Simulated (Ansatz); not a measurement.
## Exact exchange and the HOMO–LUMO gap of SiCl4 (silicon tetrachloride)

SiCl4 has 5 atoms, charge 0, and is taken as a singlet. As SMILES, `Cl[Si](Cl)(Cl)Cl`. The coordinates come from a PBE0-D4/def2-TZVP relaxation.

The HOMO–LUMO gap y, in eV, basis cc-pVDZ; a is the functional's share of exact exchange. Programs: Ansatz 0.2.0.

| functional | program | a | y (eV) |
| --- | --- | --- | --- |
| r2SCAN | Ansatz | 0 | 7.29 |
| PBE | Ansatz | 0 | 6.53 |
| B3LYP | Ansatz | 0.2 | 8.41 |
| r2SCAN0 | Ansatz | 0.25 | ? |
| PBE0 | Ansatz | 0.25 | 8.98 |
| BHLYP | Ansatz | 0.5 | 11.39 |

Task: Fit y = c + s·a to the known rows and predict r2SCAN0.

Result: 
1. Means of the 5 rows: a = 0.1900, y = 8.520.
2. Σ(Δa)² = 0.172, Σ(Δa·Δy) = 1.528, so the slope is 1.528/0.172 = 8.8837.
3. Intercept: 8.520 − (8.8837) × 0.1900 = 6.832. The largest residual of the fit is 0.46.
4. r2SCAN0: 6.832 + (8.8837) × 0.25 = 9.05 eV.

The run gave 9.45 eV, so the prediction is off by -0.40 eV, within the scatter of the fit. Exact exchange lowers occupied levels and raises empty ones. The rows mix families of semi-local functionals, which the line can't see.
